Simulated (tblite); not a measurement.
Compound: C7H9O (doublet state).
Numbering: `[CH2:1]=[C:2][C@@:3]1([CH:4]=[CH2:5])[CH2:6][CH2:7][O:8]1` (hydrogens: H9, H10 on C1; H11 on C4; H12, H13 on C5; H14, H15 on C6; H16, H17 on C7)

Structure optimised with GFN2-xTB, isolated species. This method treats the open shell by occupation alone, without spin polarisation.

Task: Give the optimised bond lengths and angles.

Result: 
```
  bond  length (Å)   order
 C1=C2       1.293  double
 C2–C3       1.458  single
 C3–C4       1.502  single
 C4=C5       1.318  double
 C3–C6       1.553  single
 C6–C7       1.527  single
 C7–O8       1.424  single
 C3–O8       1.457  single
 C1–H9       1.091  single
C1–H10       1.080  single
C4–H11       1.082  single
C5–H12       1.077  single
C5–H13       1.076  single
C6–H14       1.087  single
C6–H15       1.087  single
C7–H16       1.094  single
C7–H17       1.094  single
```

Orders are formal, as drawn. A selection of angles:
```
     angle  degrees
  C2–C1–H9    123.5
 C2–C1–H10    122.0
 H9–C1–H10    114.5
  C1–C2–C3    141.4
  C2–C3–C4    109.7
  C2–C3–C6    115.2
  C2–C3–O8    112.4
  C4–C3–C6    114.4
  C4–C3–O8    114.1
  C6–C3–O8     90.0
  C3–C4–C5    123.9
 C3–C4–H11    113.7
 C5–C4–H11    122.5
 C4–C5–H12    120.7
 C4–C5–H13    121.9
H12–C5–H13    117.4
  C3–C6–C7     85.1
 C3–C6–H14    114.2
 C3–C6–H15    114.6
 C7–C6–H14    115.2
 C7–C6–H15    115.5
H14–C6–H15    110.4
  C6–C7–O8     92.3
 C6–C7–H16    115.6
 C6–C7–H17    115.3
 O8–C7–H16    111.5
 O8–C7–H17    111.5
H16–C7–H17    109.5
  C3–O8–C7     92.6
```

Torsions: C1–C2–C3–C4 99° (anticlinal); C2–C3–C4–C5 -122° (anticlinal); C2–C3–C6–C7 114° (anticlinal); C3–C6–C7–O8 1° (synperiplanar); C6–C7–O8–C3 -1° (synperiplanar); C2–C3–O8–C7 -117° (anticlinal).

Of the pairs four or more bonds apart, O8···H12 is among the closest relative to their van der Waals radii: 2.49 Å, 91 % of the sum of Bondi's values. C4 (carbon bonded to 2 C and H) is planar (angles 123.9°, 122.5° and 113.7°, sum 360.0°, 0.00 Å off the plane of its three neighbours). The 4-membered ring C3–C6–C7–O8 has internal angles of 85.1° to 92.6° (sum 360°, against 360° for a flat polygon); it is planar, 0.00 Å rms from its mean plane, widest ring torsion 1°. C5 (carbon bonded to C and 2 H) is planar (angles 121.9°, 120.7° and 117.4°, sum 360.0°, 0.00 Å off the plane of its three neighbours). C2 (carbon bonded to 2 C) is bent (angle 141.4°). C1 (carbon bonded to C and 2 H) is planar (angles 123.5°, 122.0° and 114.5°, sum 360.0°, 0.00 Å off the plane of its three neighbours). The C–C distances run from 1.293 Å (C1=C2, drawn double) to 1.553 Å (C3–C6, drawn single), a spread of 0.260 Å.

Point group: C1 (no symmetry element, even within 0.4 Å). Its GFN2-xTB frequencies are all real (lowest 43 cm⁻¹). 2 starts were optimised and ended at 0.00 and 1.17 kcal/mol (GFN2-xTB); the lowest of these is shown.

On one thread of an Arm Neoverse V2, shared host with 96 logical CPUs at a one-minute load of 45, this took 0.45 s of wall time. These figures are those of the optimisation.

One conformer stands for the species.

All values are computed, not measured.
